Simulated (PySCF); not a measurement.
H₂I₂O₂Si, SMILES O[Si](O)(I)I.

Coordinates come from a PBE-D3(BJ)/def2-SVP optimisation. The structure was generated by enumeration, and PubChem lists no compound with its InChIKey, so it may never have been made. The def2 effective core potentials stand for the cores of I; spin–orbit coupling is left out. One conformer was computed; it need not be the lowest.

All values below come from PBE/def2-TZVP (PySCF).

Symmetry labels are those of the subgroup C2 that the program uses (full group C2).

**Question.** List the valence orbital energies around the gap with their symmetry. (An estimate is asked for; the answer gives what the named calculation found.)

**Answer.** 
```tsv
orbital	symmetry	energy (eV)
HOMO−7	A	-9.79
HOMO−6	A	-8.41
HOMO−5	B	-8.20
HOMO−4	B	-8.15
HOMO−3	A	-7.18
HOMO−2	B	-6.83
HOMO−1	A	-6.70
HOMO	B	-6.58
LUMO	A	-2.17
LUMO+1	A	-0.71
LUMO+2	B	-0.45
LUMO+3	B	-0.21
```
